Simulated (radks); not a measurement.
Task: Valence configurations of the lanthanum ion La+ (all share [Xe]). Method: scalar-relativistic Kohn-Sham, PBE, spin-polarised, spherical densities, finite nucleus; open shells are filled with parallel spins first (spin-orbit coupling, left out, can overturn this in heavy ions); Fermi nuclear charge, rms radius 4.855 fm; computed with a radial shooting solver on a logarithmic mesh with Libxc functionals. Order these by energy: 5d2; 4f0.5 5d1.5; 5d1 6p1; 4f1 5d1; 6s2; 5d0.5 6s0.5 6p1; 5d1 6s1; 4f1 6p1; 5d1.5 6s0.5; 4f2.

Result: From the lowest, in eV above it: 5d1.5 6s0.5 0.000; 5d1 6s1 0.039; 5d2 0.042; 4f0.5 5d1.5 0.201; 6s2 0.966; 4f1 5d1 1.136; 5d1 6p1 3.096; 4f1 6p1 3.221; 5d0.5 6s0.5 6p1 3.322; 4f2 4.411. NIST lists [Xe] 5d2 as the ground configuration; this level of theory puts 5d1.5 6s0.5 lower, by 0.042 eV. The energies are those of spherical high-spin densities, not of single terms.
